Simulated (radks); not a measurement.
Q: Nb2+, configuration [Kr] 4d3. All-electron calculation, non-relativistic Kohn-Sham, B86b exchange with PBE correlation, spin-polarised, spherical densities, point nucleus; open shells are filled with parallel spins first (spin-orbit coupling, left out, can overturn this in heavy ions); relativity is left out, which matters for an element this heavy. Program: a radial shooting solver on a logarithmic mesh with Libxc functionals. Some entries of the table are withheld. Estimate them.

orbital,occ.,eigenvalue (eV),<1/r> (bohr^-1)
1s down,1,-18379.61,40.49
1s up,1,-18379.60,40.49
2s up,1,-2544.513,9.107
2s down,1,-2544.195,9.107
2p up,3,-2339.264,9.098
2p down,3,-2339.037,9.099
3s up,1,-437.6650,3.138
3s down,1,-437.5155,3.137
3p up,3,-359.6775,3.043
3p down,3,-359.5026,3.043
3d up,5,-217.2068,2.856
3d down,5,-216.9252,2.856
4s up,1,-73.6529,(1)
4s down,1,-71.7675,(2)
4p up,3,-52.1344,1.023
4p down,3,-50.0600,1.032
4d up,3,(3),0.7238
4d down,0,(4),0.7231
5s up,0,(5),0.4189
5p up,0,-12.4869,0.3531

A: 
(1) 4s up <1/r> (bohr^-1): 1.138
(2) 4s down <1/r> (bohr^-1): 1.147
(3) 4d up eigenvalue (eV): -20.2818
(4) 4d down eigenvalue (eV): -17.9875
(5) 5s up eigenvalue (eV): -16.9789
